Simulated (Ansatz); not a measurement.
`C[O][Sn]([F])([F])[F]`, relaxed with RKS PBE0-D4/def2-TZVP in Ansatz 0.2.0 from a PBE-D4/def2-SVP geometry. The force threshold is 0.005 eV/Å; the program also tests the step.

Total charge 0; spin multiplicity 1. Sn: def2 effective core potential.

Start:

```xyz
9

C     1.391   -0.651    0.018
O     0.020   -0.974   -0.232
Sn   -1.326    0.471   -0.052
F    -1.395    1.194    1.748
F    -3.072   -0.224   -0.497
F    -0.939    1.969   -1.223
H     1.966   -1.583   -0.164
H     1.574   -0.335    1.069
H     1.782    0.133   -0.668
```

| step | energy (eV) | largest force (eV/Å) | largest move (Å) |
| --- | --- | --- | --- |
| 1 | -17111.3989 | 0.880 | 0.000 |
| 2 | -17111.5605 | 0.197 | 0.068 |
| 3 | -17111.5643 | 0.049 | 0.017 |
| 4 | -17111.5647 | 0.014 | 0.008 |
| 5 | -17111.5649 | 0.013 | 0.015 |
| 6 | -17111.5649 | 0.004 | 0.003 |

End:

```xyz
9

C     1.385   -0.644    0.019
O     0.009   -0.915   -0.222
Sn   -1.307    0.468   -0.051
F    -1.393    1.170    1.701
F    -3.003   -0.220   -0.486
F    -0.956    1.935   -1.190
H     1.920   -1.579   -0.160
H     1.565   -0.333    1.052
H     1.778    0.117   -0.662
```

Run time 25 s (4 threads of a server CPU on a shared host); peak host memory 0.65 GiB.
